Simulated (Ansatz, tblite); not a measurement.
Cost and result up the ladder for [GeH3]- (GeH₃⁻) (4 atoms). The state is a singlet with charge -1. Geometry: r2SCAN-D4/def2-TZVPD.

```xyz
4

Ge   -0.0554   -0.2634    0.6153
H     1.3314    0.2657   -0.0107
H    -0.8451    1.0546    0.1310
H    -0.4308   -1.0569   -0.7356
```

Ansatz on 4 threads of Arm Neoverse V1 on a shared host; xTB runs through tblite on one thread. Times are rough, summed over both states, and most runs start from the orbitals of an earlier one. PBE0-D4/def2-TZVPD serves as the yardstick here, not as an exact answer. The other state is a triplet.

The xTB rows come from tblite.

xTB has no spin-polarisation term.

```tsv
level	functions	wall time	vertical triplet (eV)	difference from PBE0-D4/def2-TZVPD (eV)	remarks
GFN2-xTB	12	0.002 s	6.00	2.58	–
PBE0-D4/def2-TZVPD	81	1.4 s	3.42	0.00	HOMO above zero (singlet), HOMO above zero (triplet)
PBE-D4/def2-TZVPD	81	1.6 s	3.34	-0.08	HOMO above zero (singlet), HOMO above zero (triplet)
r2SCAN-D4/def2-TZVPD	81	3.6 s	3.45	0.03	HOMO above zero (singlet), HOMO above zero (triplet)
```
